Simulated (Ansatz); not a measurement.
Several settings on one geometry of [Cu(NH2)2]- (CuN2H4⁻) (that of the charge -1 singlet, r2SCAN-D4/def2-TZVPD). Ansatz on 4 threads of Intel Xeon Platinum 8488C on a shared host; times are rough.

```
atom    x (Å)    y (Å)    z (Å)
 Cu1  -0.0814  -0.0932   0.0004
  N2  -0.3006  -0.0101   1.8449
  H3   0.0934   0.8534   2.2239
  H4   0.2255  -0.7499   2.3153
  N5   0.0224  -0.3081  -1.8436
  H6   0.8238   0.1960  -2.2284
  H7  -0.7830   0.1120  -2.3125
```

Totals from different functionals, basis sets or treatments of relativity can't be compared as stabilities.

DK, ANO-RCC and x2c sets are all-electron and run with scalar relativity unless a key says otherwise. Correlated methods freeze 7 core orbitals.

The spins typed aren't always the lowest for that charge.

Question: Give the basis size and estimate the energy, ⟨S²⟩ and time of these runs.

| run | method | charge | state | further keys |
| --- | --- | --- | --- | --- |
| 1 | RHF, rpa/def2-TZVP | -1 | singlet | – |
| 2 | UKS rPW86-PBE/x2c-TZVPPall | 0 | doublet | scf: {omitted_lower_state_checks: [starts]}; forces asked |
| 3 | RKS ωB97M-V/def2-SVP | -1 | singlet | final_grid: {core_spheres: 5, valence_spheres: 4, degree: 11}; scf: {omitted_lower_state_checks: [starts]}; forces asked |
| 4 | UKS RPBE/def2-TZVP | -1 | singlet | scf: {omitted_lower_state_checks: [starts]}; forces asked |

Answer: 
```tsv
run	functions	energy (Eh)	⟨S²⟩	wall time
1	131	-1751.3558	–	1.1 s
2	182	-1767.8961	0.75	4.4 s
3	79	-1751.9810	–	1.2 s
4	131	-1752.4912	0.00	1.1 s
```

The highest occupied level of an anion often lies above zero with these methods, and sets without diffuse functions describe the outer electron poorly.
